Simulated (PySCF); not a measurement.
Start geometry of `C=CC1=C[CH+]C=CC=C1` from GFN2-xTB (Å):
```
atom  x, y, z in Å
C1     3.1053    0.2332   -0.0656
C2     2.0881   -0.5895   -0.3315
C3     0.6771   -0.2800   -0.1714
C4    -0.1827   -1.3872   -0.0311
C5    -1.5441   -1.4327    0.1906
C6    -2.4529   -0.3803    0.3324
C7    -2.2053    0.9752    0.2337
C8    -0.9886    1.6121   -0.0275
C9     0.2672    1.0662   -0.1991
H10    4.1231   -0.0950   -0.1915
H11    2.9791    1.2316    0.3199
H12    2.3069   -1.6012   -0.6469
H13    0.3072   -2.3529   -0.0942
H14   -1.9690   -2.4259    0.2756
H15   -3.4776   -0.6685    0.5321
H16   -3.0592    1.6292    0.3609
H17   -1.0405    2.6921   -0.0998
H18    1.0572    1.7799   -0.3984
```

Q: What comes out of this run: B3LYP/def2-SV(P) geometry optimisation, gas phase in PySCF?

A: 
```
atom  x, y, z in Å
C1     3.1933    0.1385   -0.3312
C2     2.1727   -0.7380   -0.2439
C3     0.7442   -0.4291   -0.1092
C4    -0.1250   -1.5508   -0.0452
C5    -1.5101   -1.6182    0.0791
C6    -2.4555   -0.5797    0.1782
C7    -2.2154    0.7904    0.1767
C8    -0.9736    1.4478    0.0739
C9     0.3072    0.9196   -0.0502
H10    4.2200   -0.2307   -0.4300
H11    3.0732    1.2275   -0.3108
H12    2.4139   -1.8060   -0.2761
H13    0.3747   -2.5239   -0.1034
H14   -1.9247   -2.6322    0.1028
H15   -3.5018   -0.8912    0.2677
H16   -3.0932    1.4395    0.2656
H17   -1.0231    2.5422    0.0948
H18    1.0964    1.6739   -0.1110
```

The energy falls by 0.079 eV over 10 energy and gradient evaluations, the largest force component goes from 0.0128 to 2.6e-04 Eh/bohr, and the atoms move by 0.235 Å rms after alignment. Among the bonds, C1–H10 and C1–H11 change most and about equally (+0.018 to +0.019 Å). Bonds longer at the end by more than 0.005 Å: 18 of 18; shorter: 0. Among the dihedrals that turn most is C1–C2–C3–C9, from 24° to 0°. Rotational constants go from 3539, 1234, 922.9 to 3537, 1199, 895.6 MHz. The orientation of the end geometry is arbitrary; only internal coordinates are fixed.

The run used 144 basis functions and 74 SCF cycles in all.

B3LYP/def2-SV(P) frequencies: not computed here. Isolated species at its B3LYP/def2-SV(P) geometry (one conformer only).
